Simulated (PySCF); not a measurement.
TDDFT excited states: CH10GeOSi2

CH10GeOSi2.
Z-matrix (Å and degrees, PBE0-D3(BJ)/def2-SVP geometry), rows numbered from 1:
```
C 
O   1  1.4013
Si  2  1.6686  1  123.14
Si  3  2.3365  2  108.01  1   179.62
Ge  4  2.3860  3  109.46  2   175.02
H   1  1.1060  2  111.98  3   -61.82
H   1  1.1062  2  112.07  3    59.64
H   1  1.1006  2  108.73  3   178.90
H   3  1.5013  2  110.56  1    58.68
H   3  1.5010  2  110.48  1   -59.54
H   4  1.4962  3  110.13  2   -64.73
H   4  1.4961  3  109.84  2    55.19
H   5  1.5405  4  110.43  3    60.07
H   5  1.5398  4  110.74  3  -179.73
H   5  1.5404  4  110.22  3   -59.58
```

Theory: TDDFT wB97X-D/def2-SVPD, vertical, gas phase, core orbitals frozen in the response (PySCF). The wB97X-D/def2-SVPD calculation is non-relativistic and has no spin–orbit coupling, an omission that weighs most on germanium.

```csv
state,E (eV),ν̃ (cm⁻¹),f,|μ| (D),"main configurations (H = HOMO, L = LUMO)"
S1,6.51,52480,0.052,1.45,H→L (81%)
S2,6.78,54720,0.0009,0.19,H-1→L (78%)
S3,7.03,56720,0.0015,0.24,"H→L+4 (41%), H→L+2 (22%), H→L+3 (20%)"
S4,7.18,57920,0.125,2.14,"H-2→L (74%), H→L (8%)"
S5,7.47,60270,0.060,1.46,"H→L+1 (59%), H-2→L+1 (10%)"
S6,7.56,61000,0.044,1.24,"H→L+2 (51%), H→L+3 (30%), H→L+6 (8%)"
S7,7.74,62460,0.407,3.72,"H→L+4 (39%), H→L+3 (36%)"
S8,7.88,63520,0.070,1.53,"H-4→L (17%), H→L+5 (15%), H-2→L+4 (13%)"
S9,7.93,63930,0.0045,0.39,"H→L+5 (58%), H-2→L+4 (11%), H-2→L+2 (9%)"
S10,7.97,64260,0.074,1.56,"H-2→L+1 (27%), H-3→L (24%), H-1→L+4 (9%)"
```

Triplets (Tamm–Dancoff): T1 5.81 eV, H→L (84%); T2 6.47 eV, H→L+4 (37%), H→L+3 (22%), H→L+2 (19%); T3 6.54 eV, H-1→L (74%); T4 6.61 eV, H-2→L (47%), H→L+2 (15%), H→L+1 (14%).

The lowest singlet comes at 191 nm (628 kJ/mol) in the vacuum ultraviolet; it is of moderate strength; its leading configuration is HOMO→LUMO (81%). The most intense listed level is S7 at 7.74 eV (160 nm, f = 0.407), 1.24 eV above S1. Löwdin shares by element: HOMO silicon 50%, germanium 20%, oxygen 8% (atoms not listed hold the other 22%); LUMO silicon 38%, germanium 24%, hydrogen 8% or more (atoms not listed hold the other 30%). Of the 10 states listed, 7 reach f = 0.01 and none stays under 0.0005. The listed states span 1.46 eV. Weighted by f, the mean energy of these states is 7.58 eV. All these states lie below the vertical ionisation energy of 9.76 eV (ΔSCF). Only the lowest 10 singlets were computed, as vertical energies without vibronic structure.

One conformer stands for the species.
